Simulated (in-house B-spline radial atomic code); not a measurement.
Settings and results of a run for Ag. Level of theory: non-relativistic r2SCAN, spin-polarised, spherical fractional occupations, point nucleus, inside a hard spherical wall at 4.42 bohr; calculated with a radial B-spline atomic code at the basis-set limit.

Command:
```bash
python run_scf.py task.json out
```
Settings:
```
Z                47
configuration    [Kr] 4d9 5s1 5f1
hamiltonian      nr
method           r2scan
spin_polarised   True
wall_radius      4.42
```

Output (hartree, bohr):
```
 radial grid: 44 intervals, B-splines of order 8, outer radius 4.42 bohr

 iter        energy (Eh)    residual
    1       -5197.843431    9.17e-02
    2       -5197.850611    1.54e-03
    3       -5197.850688    9.26e-04
    4       -5197.850693    3.99e-04
    5       -5197.850694    7.43e-05
    6       -5197.850694    9.08e-05
    7       -5197.850694    9.86e-06
    8       -5197.850694    2.40e-07

 total energy                     -5197.85069
 kinetic                            5199.1537
 electron-nucleus                 -12383.7969
 Hartree                            2133.0885
 exchange-correlation               -146.2960

 orbital      occ     eigenvalue          <r>       <r^2>       <1/r>       r_max
 1s up      1.000      -903.1491     0.032397  0.00140438     46.4714     0.02144
 1s down    1.000      -903.1482    0.0323971  0.00140439     46.4713     0.02144
 2s up      1.000      -130.7549     0.140432   0.0231783     10.5854       0.119
 2s down    1.000      -130.7451     0.140429   0.0231773     10.5857       0.119
 2p up      3.000      -121.5598     0.120048   0.0175406     10.5727     0.09342
 2p down    3.000      -121.5525     0.120044   0.0175394      10.573     0.09342
 3s up      1.000       -24.0497       0.3802    0.165168     3.77677      0.3439
 3s down    1.000       -24.0444     0.380165    0.165122     3.77673      0.3439
 3p up      3.000       -20.3252     0.372538    0.160975       3.686      0.3308
 3p down    3.000       -20.3185     0.372493    0.160916     3.68602      0.3308
 3d up      5.000       -13.4766     0.345472     0.14201     3.52651      0.2748
 3d down    5.000       -13.4664     0.345408    0.141929      3.5267      0.2748
 4s up      1.000        -3.3243     0.945064     1.01204     1.44396      0.8501
 4s down    1.000        -3.2708     0.943717     1.00893     1.44631      0.8493
 4p up      3.000        -2.1493       1.0169     1.18571     1.32691      0.8892
 4p down    3.000        -2.0930      1.01431     1.17908     1.33035      0.8882
 4d up      5.000        -0.2972      1.34776     2.18281    0.996595       1.027
 4d down    4.000        -0.2311      1.33841     2.15391     1.00416       1.023
 5s up      1.000        -0.0173      2.42979     6.42484    0.511488       2.339
 5f up      1.000         1.8049      2.15339      5.8217    0.625583       1.433
```

Time taken, with all properties: 0.09 s on 1 thread of Intel(R) Xeon(R) 6975P-C (shared host).
